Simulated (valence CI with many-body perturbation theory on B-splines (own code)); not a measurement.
Results of a calculation; reference values are marked as such.
Ladder of approximations for Kr³¹⁺

Level of theory: configuration interaction combined with many-body perturbation theory (CI+MBPT): three valence electrons over a frozen Dirac-Fock core [He], radial functions for each j: 11 s, 11 p, 9 d, 7 f, 5 g, 2 h, 1 i, with the one-electron correlation potential Σ1 (screened to all orders), the two-electron term Σ2, the three-electron term Σ3, Breit, model QED; selected single and double excitations, second order for the rest (own B-spline code, finite nucleus).

No measured spectrum was set against this ion. As an estimate, large intervals hold to a few tenths of a per cent, small ones and those within an open d or f shell to about a per cent.

Each rung adds one term. CI alone is the Dirac-Coulomb CI over the frozen core; QED comes last and gives the full result, which names the levels. Energies are above (2s^2 2p1/2) J=1/2 on the same rung, in Ry.

Levels are named by their leading jj configuration (3d3/2^4 stands for four electrons in 3d with j = 3/2), which in mixed levels can hold well under half, so a name can repeat and another be missing. Letters in brackets count levels of one name in rising energy.

```tsv
Level	CI alone
(2s^2 2p3/2) J=3/2	4.59
(2s 2p1/2^2) J=1/2	6.38
(2s 2p1/2 2p3/2) J=3/2 [a]	9.33
(2s 2p1/2 2p3/2) J=5/2	10.70
(2s 2p1/2 2p3/2) J=3/2 [b]	13.18
(2s 2p1/2 2p3/2) J=1/2	13.80
(2s 2p3/2^2) J=5/2	15.45
(2s 2p3/2^2) J=1/2	18.65
(2s 2p3/2^2) J=3/2	18.82
(2p1/2^2 2p3/2) J=3/2	20.72
(2p1/2 2p3/2^2) J=3/2	24.23
(2p1/2 2p3/2^2) J=5/2	25.21
(2p1/2 2p3/2^2) J=1/2	26.93
(2p3/2^3) J=3/2	30.47
(2s^2 3s) J=1/2	154.45
(2s^2 3p1/2) J=1/2	156.91
```

(1) What do these energies become with core correlation, Breit and QED?

(2) How does the ionisation energy move along the ladder, and which term matters most?

Results:

(1) (2s^2 2p3/2) J=3/2 4.49 (-0.099); (2s 2p1/2^2) J=1/2 6.36 (-0.017); (2s 2p1/2 2p3/2) J=3/2 [a] 9.24 (-0.095); (2s 2p1/2 2p3/2) J=5/2 10.52 (-0.184); (2s 2p1/2 2p3/2) J=3/2 [b] 13.03 (-0.148); (2s 2p1/2 2p3/2) J=1/2 13.70 (-0.092); (2s 2p3/2^2) J=5/2 15.22 (-0.223); (2s 2p3/2^2) J=1/2 18.49 (-0.157); (2s 2p3/2^2) J=3/2 18.59 (-0.232); (2p1/2^2 2p3/2) J=3/2 20.57 (-0.160); (2p1/2 2p3/2^2) J=3/2 24.01 (-0.222); (2p1/2 2p3/2^2) J=5/2 24.90 (-0.307); (2p1/2 2p3/2^2) J=1/2 26.73 (-0.198); (2p3/2^3) J=3/2 30.16 (-0.318); (2s^2 3s) J=1/2 154.31 (-0.138); (2s^2 3p1/2) J=1/2 156.77 (-0.139).

(2) CI alone 3755.8, + Σ1 3756.1, + Σ2 3756.0, + Σ3 3756.0, + Breit 3753.0, + QED 3753.1 eV. The largest step is Breit, -3.0 eV. NIST lists 3752 ± 2.5 eV (semi-empirical).
